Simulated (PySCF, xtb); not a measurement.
CH₇BN₂O, SMILES NB(O)NC.

Geometry optimised at PBE0-D3(BJ)/def2-SVP. The structure was generated by enumeration, and PubChem lists no compound with its InChIKey, so it may never have been made. Other conformers were not sampled.

Calculation: C-PCM-ωB97X/def2-SVP (PySCF).

The values are the electrostatic part of the solvation free energy, E(continuum) − E(gas) at the gas-phase geometry, in a cavity of scaled van der Waals radii (PySCF's table); cavitation and dispersion terms are not included. In vacuum the orbital gap is 12.56 eV. The dipole moment in vacuum is 1.63 D.

Computed values in water (ε = 78.36), dimethylsulfoxide (ε = 46.83), acetonitrile (ε = 35.69):
```
solvent                ε  ΔG(elec) (kcal/mol)  dipole (D)  gap (eV)
-----------------  -----  -------------------  ----------  --------
water              78.36                 -7.4        2.01     12.78
dimethylsulfoxide  46.83                 -7.3        2.01     12.78
acetonitrile       35.69                 -7.2        2.01     12.78
```

For comparison, GFN2-xTB/ALPB(water) (xtb, at the GFN2-xTB geometry, all terms of that model) gives -6.7 kcal/mol.
